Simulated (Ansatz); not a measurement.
`[CH3][Sc]([F])[Cl]` + HCl → `[F][Sc]([Cl])[Cl]` + CH₄ at 700 K and 1 bar (ligand exchange at the Sc–C bond).

Isolated molecules relaxed with PBE0-D4/def2-TZVP in Ansatz; ΔE leaves out vibrations. CCSD(T)/CBS adds triple-zeta CCSD(T) − MP2 to the extrapolated MP2 energy (def2 sets, frozen cores). This one scheme is used for every species. For Sc outer-core shells are correlated without core-valence functions, which leaves a few kJ/mol of doubt a bond. Scalar relativity is left out up to krypton.

```
             species  CCSD(T)/CBS energy (Eh)  H − E (kJ/mol)  S (J/(mol·K))
`[CH3][Sc]([F])[Cl]`              -1359.76982           160.8          463.8
                 HCl               -460.38127            38.4          211.8
 `[F][Sc]([Cl])[Cl]`              -1779.77783            60.1          399.5
                 CH₄                -40.46206           145.9          224.0
```

H − E and S are ideal-gas, rigid-rotor, harmonic terms from PBE0-D4/def2-TZVP, for one conformer and one mirror image of each species. 1 Eh = 2625.50 kJ/mol, R = 8.31446 J/(mol·K).

Q: By hand: ΔE, ΔH, ΔS and ΔG.

A: ΔE = (-1779.77783) + (-40.46206) − (-1359.76982) − (-460.38127) = -0.08880 Eh = -233.1 kJ/mol. Δ(H − E) = 60.1 + 145.9 − 160.8 − 38.4 = 6.8, so ΔH = -226.3 kJ/mol. ΔS = 399.5 + 224.0 − 463.8 − 211.8 = -52.1 J/(mol·K). ΔG = -226.3 − 700 × (-52.1)/1000 = -189.8 kJ/mol.

Q: By hand: the equilibrium constant, and the temperature at which ΔG would vanish if ΔH and ΔS stayed fixed.

A: log₁₀ K = −ΔG/(RT ln 10) = 14.2. ΔG = 0 at ΔH/ΔS = 4344 K, far beyond where these terms or the molecules hold.

ΔH outweighs TΔS. A doubt of 5 kJ/mol in ΔE shifts log₁₀ K by 0.4 here. Other conformers and mirror images would add mixing entropy, several J/(mol·K) or more a flexible species. Modes under 60 cm⁻¹, often nearly free rotors, make the harmonic entropy too high. These are equilibria of isolated gas molecules and say nothing of rates. Largest T1 diagnostic: 0.015 (customary marks: 0.02 for closed shells, 0.045 for open ones).
